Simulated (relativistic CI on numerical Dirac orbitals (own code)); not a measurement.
# One change at a time: Pt⁶²⁺

Base calculation: Dirac-Coulomb-Breit CI, orbitals from a KLI potential per configuration, model QED (radiative potential, 1s self-energy scaled to tabulated hydrogen-like ionisation energies), unscaled Slater integrals.

Configuration list (outside the closed core [Ne]): 3s2.3p4, 3s2.3p3.3d, 3s.3p5, 3p6, 3s.3p4.3d, 3s.3p3.3d2, 3p5.3d, 3s2.3p2.3d.4p, 3s.3p3.3d.4s, 3s2.3p3.4s, 3p5.4s, 3p5.4p, 3s2.3p3.4p, 3s2.3p3.4d, 3s.3p4.4s, 3s2.3p3.4f, 3p4.3d.4p, 3s.3p4.4p, 3s.3p4.4d, 3s.3p4.4f, 3s2.3p3.5s, 3s2.3p3.5p, 3s2.3p2.4s.4p, 3s2.3p3.5d, 3s2.3p3.5f, 3s2.3p3.5g, 3s.3p3.4s2, 3s.3p4.5s, 3s2.3p2.3d2, 3s2.3p.3d3, 3s.3p2.3d3, 3s2.3p.3d2.4s, 3s2.3p.3d2.4p, 3s2.3p.3d2.4d, 3p4.3d2, 3p3.3d3, 3p3.3d2.4s, 3p3.3d2.4p, 3p3.3d2.4d, 3s2.3p2.3d.4s, 3s.3p2.3d2.4s, 3s2.3p.3d.4s2, 3s2.3p.3d.4s.4p, 3s2.3p.3d.4s.4d, 3p4.3d.4s, 3p3.3d.4s2, 3p3.3d.4s.4p, 3p3.3d.4s.4d, 3s2.3p2.4s2, 3s.3p2.3d.4s2, 3s2.3p.4s2.4p, 3s2.3p.4s2.4d, 3s2.3p2.4p2, 3s2.3p.3d.4p2, 3s.3p2.3d.4p2, 3s2.3p.4s.4p2, 3s2.3p.4p3, 3s2.3p.4p2.4d, 3s.3p3.4s.4p, 3s.3p2.3d.4s.4p, 3s.3p2.4s2.4p, 3s.3p2.4s.4p2, 3s.3p2.4s.4p.4d. Double excitations out of closed p, d and f shells are left out; levels of such configurations are missing from the list, as are those of other unlisted configurations, and high levels can miss mixing partners. These lack a partner that the ground configuration has and come out too high: 3s2.3p3.4f, 3s.3p4.4p, 3s.3p4.4d, 3s.3p4.4f, 3s2.3p3.5s.

Variants: (1) non-relativistic limit; (2) one mean potential for all configurations. Shifts of the energy above 3s2.3p4 3P_2, in eV, for the lowest level and the first level of each name with at least 55 % of one term (blank where a level changes its place among those of its configuration and J or its character, or is not in the variant):

| Level | Base | Δ(1) | Δ(2) |
| --- | --- | --- | --- |
| 3s2.3p4 3P_2 | 0.000 | 0.000 | 0.000 |
| 3s2.3p4 1S_0 | 21.489 |  | +0.001 |
| 3s2.3p3.3d 3P°_0 | 261.107 |  | -0.179 |
| 3s2.3p4 3P_1 | 448.818 | -448.817 | +0.010 |
| 3s2.3p4 1D_2 | 458.990 | -443.370 | +0.010 |
| 3s2.3p2.3d2 3P_0 | 541.478 |  | -0.155 |
| 3s.3p5 3P°_2 | 649.013 | -492.751 | +0.108 |
| 3s2.3p3.3d 3G°_5 | 809.058 | -563.327 | -0.179 |
| 3s2.3p4 3P_0 | 914.964 |  | +0.022 |

At this charge energies of transitions that change n are usually good to better than 1 %, and those within a shell (Δn = 0) to a few per cent.

Ionisation energy from the two ground configurations alone: base 6786.3 eV. The NIST ASD value (theoretical) is 6787 eV.

LS names give the leading component of a level, which can be under half, so a name can repeat, a term be missing and a line seem to break the LS rules.
